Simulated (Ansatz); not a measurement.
Geometry optimisation, Ansatz, RKS PBE-D4/def2-SVP.

The input (input.yaml):

```yaml
crystal:
  periodic: [false, false, false]
  atoms:
    - { symbol: C, position_ang: [-0.1553, 1.1009, 0.0493] }
    - { symbol: O, position_ang: [0.7086, 0.5773, 0.9333] }
    - { symbol: Sn, position_ang: [1.3896, -1.0784, 0.0771] }
    - { symbol: O, position_ang: [0.0893, -2.4639, 0.0819] }
    - { symbol: H, position_ang: [-1.0552, 0.4494, -0.16] }
    - { symbol: H, position_ang: [-0.6074, 2.0944, 0.4805] }
    - { symbol: H, position_ang: [0.3201, 1.4136, -0.917] }
    - { symbol: H, position_ang: [-0.5975, -2.1504, -0.6009] }
basis:
  gaussian: { orbitals: def2-SVP }
hamiltonian:
  xc: pbe
  dispersion: d4
relax:
  f_tol: 0.015
  max_steps: 40
```

Run as:

```bash
$ ansatz run input.yaml --threads 1 --pin off --max-ram 2048MiB --backend cpu --events-out ev --progress --plain --runs-dir out
```

Where does it end, and by what steps?

The run converged. The force dipped under the threshold on the way, but the program's further checks kept it going. After 13 steps the energy has fallen by 1.312 eV; Sn3 moved furthest, 0.73 Å.

```json
{"step": "0", "energy less start (eV)": "0.0000", "largest force component (eV/Å)": "4.552", "accepted": "yes"}
{"step": "1", "energy less start (eV)": "-0.7014", "largest force component (eV/Å)": "1.134", "accepted": "yes"}
{"step": "2", "energy less start (eV)": "-0.9224", "largest force component (eV/Å)": "1.308", "accepted": "yes"}
{"step": "3", "energy less start (eV)": "-1.0425", "largest force component (eV/Å)": "2.060", "accepted": "yes"}
{"step": "4", "energy less start (eV)": "-1.2606", "largest force component (eV/Å)": "0.299", "accepted": "yes"}
{"step": "5", "energy less start (eV)": "-1.2876", "largest force component (eV/Å)": "0.718", "accepted": "yes"}
{"step": "6", "energy less start (eV)": "-1.2868", "largest force component (eV/Å)": "0.590", "accepted": "no"}
{"step": "7", "energy less start (eV)": "-1.3106", "largest force component (eV/Å)": "0.033", "accepted": "yes"}
{"step": "8", "energy less start (eV)": "-1.3116", "largest force component (eV/Å)": "0.031", "accepted": "yes"}
{"step": "9", "energy less start (eV)": "-1.3117", "largest force component (eV/Å)": "0.027", "accepted": "yes"}
{"step": "10", "energy less start (eV)": "-1.3118", "largest force component (eV/Å)": "0.007", "accepted": "yes"}
{"step": "11", "energy less start (eV)": "-1.3118", "largest force component (eV/Å)": "0.017", "accepted": "yes"}
{"step": "12", "energy less start (eV)": "-1.3119", "largest force component (eV/Å)": "0.018", "accepted": "yes"}
{"step": "13", "energy less start (eV)": "-1.3119", "largest force component (eV/Å)": "0.014", "accepted": "yes"}
```

```xyz
8
Properties=species:S:1:pos:R:3
C -0.204 1.042 -0.014
O 0.996 0.575 0.538
Sn 1.593 -1.365 0.719
O 0.022 -2.260 -0.200
H -1.005 0.262 -0.102
H -0.628 1.860 0.614
H -0.050 1.464 -1.037
H -0.631 -1.635 -0.574
```

Whether the end is a true minimum wasn't checked by a vibrational analysis.

Time of the run: 58 s on 1 thread of Intel(R) Xeon(R) Processor @ 2.70GHz, with other jobs on the host, peak memory 0.14 GiB.
